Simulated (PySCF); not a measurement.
A structure optimised at PBE0-D3(BJ)/def2-SVP, used in a PySCF frequency run:

```
Ge
F 1 1.7132
F 1 1.7132 2 105.59
Cl 1 2.1109 2 108.90 3 -116.81
Br 1 2.2512 2 109.94 3 118.54
```

Task: Write its SMILES, formula and point group.

Result: [F][Ge]([F])([Cl])[Br], BrClF2Ge, Cs

Task: What are its rotational constants (standard atomic weights)?

Result: 2.3958, 1.1088, 0.96217 GHz
